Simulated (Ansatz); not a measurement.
Ansatz (a first-principles code) input (B3LYP/LANL2DZ): The .json file is the Basis Set Exchange's LANL2DZ.

Ansatz 0.2 input:
```yaml
crystal:
  periodic: [false, false, false]
  atoms:
    - {symbol: Sb, position_ang: [0.00343563, -0.00004988, 0.25533134]}
    - {symbol: F, position_ang: [-1.37945032, -1.00852517, -0.46401559]}
    - {symbol: F, position_ang: [-0.19341695, 1.69352816, -0.47944651]}
    - {symbol: F, position_ang: [1.55339872, -0.68472034, -0.50341548]}
basis:
  gaussian:
    orbitals: LANL2DZ.json
hamiltonian:
  xc: {name: B3LYP}
total_charge: 1
magnetization: {spin_polarized: true, initial_magnetization: 1}
relax: {f_tol: 0.003, max_steps: 120}
```

Output:

```
WARN ansatz: RAYON_NUM_THREADS=1 ignored (pool sized by the plan → 1); use --threads N
Functional definition: B3LYP
integrals: 0.01 GiB planned
400 factors; integrals over basis functions are off by at most 8.7e-5 eV
mean field: 0.13 GiB planned
mean field evaluation 1: about -8269.7254 eV, gradient 6.8e1 eV
mean field evaluation 2: about -8211.8256 eV, gradient 1.4e2 eV
mean field evaluation 4: about -8288.4094 eV, gradient 2.4e0 eV
mean field evaluation 8: about -8288.4765 eV, gradient 3.7e-1 eV
mean field evaluation 16: about -8288.4770 eV, gradient 3.8e-5 eV
mean field -8288.47698332 eV, -304.5959110055 hartree, gradient 3.0e-5 eV, S^2 0.756147; 0 other end points of the search recorded, 0 dependent functions left out
the calculation of the forces begins
reference -8288.47715183 eV, -304.5959171980 hartree; 16, 15 occupied and 19, 20 virtual orbitals, 400 factors
relax step   1: F+E_penalty+E_count = -8288.47698332 eV  Δ(F+E_penalty+E_count) = +0.000e0 eV  max|allowed force component| = 1.375e0 eV/Å  Δτ_max = 0.0000 Å  (28 SCF iters, accepted)
these checks for a lower state are left out or cut short: starts, cluster_reference, orbital_swaps, neighbouring_geometries, increment
integrals: 0.01 GiB planned
400 factors; integrals over basis functions are off by at most 9.6e-5 eV
mean field: 0.13 GiB planned
mean field -8288.54551399 eV, -304.5984294613 hartree, gradient 1.5e-5 eV, S^2 0.757442; 0 other end points of the search recorded, 0 dependent functions left out
the calculation of the forces begins
reference -8288.54568213 eV, -304.5984356403 hartree; 16, 15 occupied and 19, 20 virtual orbitals, 400 factors
relax step   2: F+E_penalty+E_count = -8288.54551399 eV  Δ(F+E_penalty+E_count) = -6.853e-2 eV  max|allowed force component| = 4.049e-1 eV/Å  Δτ_max = 0.0262 Å  (31 SCF iters, accepted)
these checks for a lower state are left out or cut short: starts, cluster_reference, orbital_swaps, neighbouring_geometries, increment
integrals: 0.01 GiB planned
400 factors; integrals over basis functions are off by at most 1.0e-4 eV
mean field: 0.13 GiB planned
mean field evaluation 32: about -8288.5530 eV, gradient 2.0e-5 eV
mean field -8288.55300231 eV, -304.5987046520 hartree, gradient 2.0e-5 eV, S^2 0.758104; 0 other end points of the search recorded, 0 dependent functions left out
the calculation of the forces begins
reference -8288.55317033 eV, -304.5987108265 hartree; 16, 15 occupied and 19, 20 virtual orbitals, 400 factors
relax step   3: F+E_penalty+E_count = -8288.55300231 eV  Δ(F+E_penalty+E_count) = -7.488e-3 eV  max|allowed force component| = 2.025e-2 eV/Å  Δτ_max = 0.0125 Å  (33 SCF iters, accepted)
these checks for a lower state are left out or cut short: starts, cluster_reference, orbital_swaps, neighbouring_geometries, increment
integrals: 0.01 GiB planned
400 factors; integrals over basis functions are off by at most 1.0e-4 eV
mean field: 0.13 GiB planned
mean field -8288.55302411 eV, -304.5987054529 hartree, gradient 6.2e-5 eV, S^2 0.758159; 0 other end points of the search recorded, 0 dependent functions left out
the calculation of the forces begins
reference -8288.55319211 eV, -304.5987116271 hartree; 16, 15 occupied and 19, 20 virtual orbitals, 400 factors
relax step   4: F+E_penalty+E_count = -8288.55302411 eV  Δ(F+E_penalty+E_count) = -2.179e-5 eV  max|allowed force component| = 9.370e-3 eV/Å  Δτ_max = 0.0010 Å  (24 SCF iters, accepted)
these checks for a lower state are left out or cut short: starts, cluster_reference, orbital_swaps, neighbouring_geometries, increment
integrals: 0.01 GiB planned
400 factors; integrals over basis functions are off by at most 1.0e-4 eV
mean field: 0.13 GiB planned
mean field -8288.55302723 eV, -304.5987055678 hartree, gradient 2.4e-5 eV, S^2 0.758145; 0 other end points of the search recorded, 0 dependent functions left out
the calculation of the forces begins
reference -8288.55319525 eV, -304.5987117423 hartree; 16, 15 occupied and 19, 20 virtual orbitals, 400 factors
relax step   5: F+E_penalty+E_count = -8288.55302723 eV  Δ(F+E_penalty+E_count) = -3.126e-6 eV  max|allowed force component| = 1.529e-4 eV/Å  Δτ_max = 0.0005 Å  (22 SCF iters, accepted)
integrals: 0.01 GiB planned
400 factors; integrals over basis functions are off by at most 1.0e-4 eV
mean field: 0.13 GiB planned
mean field -8288.55302723 eV, -304.5987055678 hartree, gradient 2.4e-5 eV, S^2 0.758145; 1 other end points of the search recorded, 0 dependent functions left out
the calculation of the forces begins
reference -8288.55319525 eV, -304.5987117423 hartree; 16, 15 occupied and 19, 20 virtual orbitals, 400 factors
Total energy: -8288.55319525 eV, -304.5987117423 hartree
Atom 0 at     0.003715    -0.000077     0.275909 Å, force    -0.000003     0.000007    -0.000153 eV/Å
Atom 1 at    -1.411020    -1.031613    -0.470452 Å, force    -0.000032    -0.000023     0.000050 eV/Å
Atom 2 at    -0.197790     1.732307    -0.486247 Å, force    -0.000003     0.000031     0.000053 eV/Å
Atom 3 at     1.589062    -0.700385    -0.510755 Å, force     0.000038    -0.000015     0.000049 eV/Å
Dipole moment:     0.009742    -0.000181     0.723656 e Å
```

The dipole moment of an ion depends on the origin.
